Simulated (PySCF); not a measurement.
**Radial density of F (fluorine, neutral)**

TPSSh, [He] 2s1 2p6, 2S determinant (an excited configuration). Calculation: PySCF 2.14, in aug-cc-pVQZ with one added diffuse shell each of s, p, d, f, g type (7s6p5d4f3g, 105 functions); the non-relativistic Hamiltonian (point nucleus).

```tsv
r (bohr)	4πr²ρ (e/bohr)	4πr²(ρα − ρβ)
0.00279	0.04073	0.0012
0.00469	0.1112	0.0032
0.00790	0.2972	0.0085
0.0133	0.7629	0.0218
0.0223	1.836	0.0520
0.0376	3.956	0.1097
0.0632	7.109	0.1859
0.106	9.496	0.2053
0.179	8.060	0.0781
0.301	4.728	0.0972
0.506	5.191	0.7929
0.851	5.741	1.1355
1.43	2.776	0.3656
2.41	0.4815	-0.0117
4.05	0.02418	-0.0051
6.81	0.0001815	-0.0001
```

Q: Where is the radial spin density 4πr²(ρα − ρβ) most negative, and why is it negative at all?

A: Around r = 2.41 bohr, down to -0.0117 e/bohr: exchange with the open shell polarises the paired shells in an unrestricted calculation.
